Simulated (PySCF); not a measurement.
## Which basis set comes closest?

Molecule: `Nc1ccc(F)cc1`, C6H6FN.

Bonds (- single, = double, # triple, : aromatic): N1-C2 1.384 Å, C2:C3 1.405 Å, C3:C4 1.391 Å, C4:C5 1.388 Å, C5-F6 1.338 Å, C5:C7 1.389 Å, C7:C8 1.391 Å, C8:C2 1.405 Å. N1 carries H9, H10; C3 carries H11; C4 carries H12; C7 carries H13; C8 carries H14.

Geometry PBE0-D3(BJ)/def2-SVP throughout; GIAO in PySCF 2.14.0 with density-fitted response routines, gas phase, one conformer, non-relativistic; equivalent atoms averaged; functional PBE0.

Reference values (measured; solution, DMSO-d6; Viesser, Ducati, Tormena, Autschbach, PCCP 2018 (ESI)): δ(C5) = 154.2 ppm. Computed shifts are taken against TMS, calculated as an isolated molecule at each level.

**Question.** How do the basis sets STO-3G, pcSseg-0, 6-31G, 6-31G*, cc-pVDZ, def2-SVP, pcSseg-1, aug-cc-pVDZ, 6-311+G(2d,p), def2-TZVP, cc-pVTZ perform against the reference? Times are CPU seconds on shared hosts with different chips, so compare them loosely.

**Answer.** 
```csv
basis set,functions,C5,abs. error C,core-s
STO-3G,46,122.9,31.3,4.8
pcSseg-0,84,170.4,16.2,4.3
6-31G,84,150.8,3.4,11
6-31G*,124,147.5,6.7,17
cc-pVDZ,142,153.7,0.5,9.6
def2-SVP,142,153.4,0.8,8.6
pcSseg-1,166,162.0,7.8,17
aug-cc-pVDZ,238,153.2,1.0,20
"6-311+G(2d,p)",252,160.2,6.0,53
def2-TZVP,284,162.5,8.3,26
cc-pVTZ,324,161.2,7.0,32
```

For ¹³C the closest is cc-pVDZ (0.5 ppm, with def2-SVP practically level) and the furthest STO-3G (31.3 ppm). Where a smaller basis beats a larger one, errors probably cancel. One molecule is a small sample, and vibrational and solvent effects are absent from the calculation.

A small basis that lands close on one nucleus may do so by chance; judge by the trend and by all nuclei.
